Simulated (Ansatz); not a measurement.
CH6SeSi (`[SiH3]C[SeH]`), relaxed with RKS PBE-D4/def2-SVP in Ansatz from a rough embedded geometry. The force threshold is 0.03 eV/Å; the program also tests the step.

The species carries charge 0 and has multiplicity 1.

Start:

```xyz
9

Si   -0.050    0.991    0.402
C    -0.537   -0.579   -0.381
Se    0.572   -1.975    0.347
H    -0.251    0.930    1.806
H    -0.899    2.126   -0.163
H     1.369    1.333    0.039
H    -1.614   -0.807   -0.155
H    -0.439   -0.557   -1.510
H     1.848   -1.463   -0.384
```

| step | energy (eV) | largest force (eV/Å) | largest move (Å) |
| --- | --- | --- | --- |
| 1 | -74334.7663 | 1.817 | 0.000 |
| 2 | -74334.9852 | 0.754 | 0.109 |
| 3 | -74335.0117 | 0.125 | 0.034 |
| 4 | -74335.0137 | 0.056 | 0.022 |
| 5 | -74335.0165 | 0.054 | 0.095 |
| 6 | -74335.0172 | 0.013 | 0.042 |
| 7 | -74335.0174 | 0.025 | 0.035 |

End:

```xyz
9

Si   -0.051    1.053    0.366
C    -0.549   -0.594   -0.432
Se    0.585   -2.091    0.191
H    -0.216    0.971    1.857
H    -0.903    2.178   -0.167
H     1.388    1.349    0.039
H    -1.576   -0.871   -0.116
H    -0.543   -0.552   -1.539
H     1.866   -1.443   -0.200
```

It took 13 s on 2 threads of an Arm Neoverse V1 on a shared host, with 0.13 GiB of host memory at the peak.
